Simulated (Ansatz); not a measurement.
Isolated molecules relaxed with PBE0-D4/def2-TZVP in Ansatz; ΔE leaves out vibrations. CCSD(T)/CBS adds triple-zeta CCSD(T) − MP2 to the extrapolated MP2 energy (def2 sets, frozen cores). DFT in def2-TZVPP. B3LYP here is the variant with VWN-RPA as its local correlation; programs differ in this. def2 core potentials past Kr. For Br, Y outer-core shells are correlated without core-valence functions, which leaves a few kJ/mol of doubt a bond. Scalar relativity is left out up to krypton. One conformer a species, not always the lowest.

`SB(Cl)Br` + `[NH2][Y]([OH])[OH]` → `NB(S)Br` + `[OH][Y]([OH])[Cl]`  (redistribution)

`SB(Cl)Br`:

Cartesian coordinates in Å:
```
S -0.991 0.139 1.029
B -0.032 -0.010 -0.468
Cl -0.887 0.042 -1.986
Br 1.868 -0.220 -0.460
H 0.042 0.049 1.884
```

`[NH2][Y]([OH])[OH]`:

```xyz
8

N     1.585   -0.551   -0.601
Y    -0.328    0.114    0.127
O    -0.482    2.080    0.613
O    -1.791   -1.289    0.251
H     1.832   -1.491   -0.887
H     2.417    0.012   -0.727
H    -0.679    2.975    0.871
H    -2.553   -1.850    0.353
```

`NB(S)Br`:

```xyz
7

N     0.702    0.247    0.960
B    -0.097    0.102   -0.167
S    -0.714   -1.531   -0.656
Br   -0.533    1.685   -1.196
H     1.057    1.139    1.254
H     0.972   -0.525    1.545
H    -1.386   -1.116   -1.739
```

`[OH][Y]([OH])[Cl]`:

```xyz
6

O    -1.813    0.187    0.032
Y     0.127   -0.041   -0.417
O     1.480   -0.079    1.061
Cl    0.850   -0.275   -2.791
H    -2.718    0.298    0.308
H     2.074   -0.090    1.806
```

| level | ΔE (kJ/mol) | difference from CCSD(T)/CBS |
| --- | --- | --- |
| PBE-D4 | -165.7 | 11.4 |
| r2SCAN-D4 | -178.2 | -1.1 |
| PBE0-D4 | -179.1 | -2.0 |
| B3LYP-D4 | -178.2 | -1.1 |
| ωB97X-V | -182.8 | -5.7 |
| PBE | -166.5 | 10.6 |
| r2SCAN | -178.3 | -1.2 |
| PBE0 | -179.8 | -2.7 |
| HF/def2-TZVPP | -211.3 | -34.2 |
| SCS-MP2/def2-TZVPP | -174.5 | 2.6 |
| CCSD/def2-TZVPP | -180.5 | -3.4 |
| CCSD(T)/def2-TZVPP | -175.2 | 1.9 |
| HF/def2-QZVPP | -211.6 | -34.5 |
| MP2/def2-QZVPP | -173.5 | 3.6 |
| SCS-MP2/def2-QZVPP | -176.1 | 1.0 |
| MP2/CBS(def2) | -174.2 | 2.9 |
| CCSD(T)/CBS | -177.1 | 0 |

Largest T1 diagnostic among the species: 0.014.

In def2-TZVPP, CCSD(T) changes the Hartree–Fock value by +36.2 kJ/mol (the triples alone add +5.3 kJ/mol) and MP2 by +39.0 kJ/mol. From PBE to PBE0 (25 % exact exchange), in def2-TZVPP and without D4, ΔE moves by −13.3 kJ/mol.
